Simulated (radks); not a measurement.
Problem. The mean radii <r> (bohr) of the occupied orbitals of an atom or ion are listed with their occupations. Calculated with a radial shooting solver on a logarithmic mesh with Libxc functionals: scalar-relativistic Kohn-Sham, LDA (Slater exchange, Perdew-Wang correlation), spin-polarised, spherical densities, finite nucleus; Fermi nuclear charge, rms radius of each element as measured or else 0.836 A^(1/3) + 0.57 fm.

orbital  occ.      <r>
1s up       1  0.06973
1s down     1  0.06973
2s up       1   0.3255
2s down     1   0.3254
2p up       3   0.2899
2p down     3   0.2899
3s up       1   0.9546
3s down     1   0.9568
3p up       3   0.9931
3p down     2   0.9965

Name the element and its charge. Open shells, if any, are filled with parallel spins first.

Solution. Z = 22, titanium, charge +5: Ti5+ in [Ne] 3s2 3p5. The 1s radius gives Z: for a bare nucleus <r> = (2 gamma + 1)/(2Z) with gamma = sqrt(1 - (Z/c)^2), 0.06759 bohr for Z = 22, and screening makes it slightly larger (0.06973 here). The occupations add up to 17, and the charge is Z minus that.
